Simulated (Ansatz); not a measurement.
Basis sets compared for Ge₁₃F₂₀. Charge 0, multiplicity 1. Geometry PBE-D4/def2-SVP. Ansatz on 11 threads of AMD EPYC 7R13 on a shared host and a whole NVIDIA H100 80GB HBM3; times are rough, and most runs start from earlier orbitals.

Cartesian coordinates in Å:
```
Ge -0.796 3.433 0.923
Ge 0.834 -1.964 -3.233
Ge -2.225 0.566 -0.963
Ge 1.817 1.116 -1.159
Ge 1.311 0.782 2.855
Ge 0.200 -2.360 0.535
Ge -2.464 -0.164 2.674
Ge 2.440 -0.051 -3.260
Ge -0.390 2.219 -1.217
Ge -0.965 1.824 2.823
Ge 0.729 -3.729 -1.468
Ge -2.073 -1.400 0.544
Ge 1.805 -0.476 0.749
F -2.058 4.636 0.843
F 0.676 4.316 1.305
F -0.115 -2.225 -4.677
F -0.295 -0.928 -2.184
F -3.065 1.573 0.305
F -3.360 0.451 -2.285
F 3.059 2.311 -0.777
F 2.578 1.975 3.048
F 1.507 -0.340 4.185
F 0.426 -3.347 1.981
F -4.145 0.133 3.040
F -1.868 -1.181 3.979
F 2.253 0.904 -4.711
F 4.098 -0.605 -3.259
F -0.604 3.187 -2.672
F -1.211 2.679 4.342
F -0.465 -4.942 -1.863
F 2.249 -4.581 -1.323
F -3.297 -2.601 0.147
F 3.413 -1.211 0.773
```

The 6-31G sets use Cartesian d functions. Single mean-field runs in 6-31G, def2-SVP, def2-TZVP are fitted with def2-universal-jkfit.

Binding counts from free atoms (Ge triplet, F doublet) in the same basis, without a counterpoise term.

```json
{"level": "HF/STO-3G", "functions": "334", "energy (Eh)": "-28634.3386", "HOMO (eV)": "-7.32", "LUMO (eV)": "4.68", "binding per atom (eV)": "2.75", "wall time": "6.5 s"}
{"level": "HF/6-31G", "functions": "557", "energy (Eh)": "-28964.6026", "HOMO (eV)": "-12.05", "LUMO (eV)": "-2.86", "binding per atom (eV)": "2.08", "wall time": "6 s"}
{"level": "PBE-D4/def2-SVP", "functions": "696", "energy (Eh)": "-28988.1250", "HOMO (eV)": "-7.28", "LUMO (eV)": "-5.30", "binding per atom (eV)": "4.04", "wall time": "4.9 s"}
{"level": "PBE0-D4/def2-SVP", "functions": "696", "energy (Eh)": "-28988.7227", "HOMO (eV)": "-8.62", "LUMO (eV)": "-4.92", "binding per atom (eV)": "3.80", "wall time": "7 s"}
```

(1) Estimate the rows for PBE-D4/def2-TZVP (with forces), PBE0-D4/def2-TZVP (with forces).

## Answers

(1) 
```tsv
level	functions	energy (Eh)	HOMO (eV)	LUMO (eV)	binding per atom (eV)	wall time
PBE-D4/def2-TZVP (with forces)	1244	-28994.0471	-7.50	-5.50	3.99	7.5 s
PBE0-D4/def2-TZVP (with forces)	1244	-28994.6431	-8.71	-5.01	3.80	17 s
```
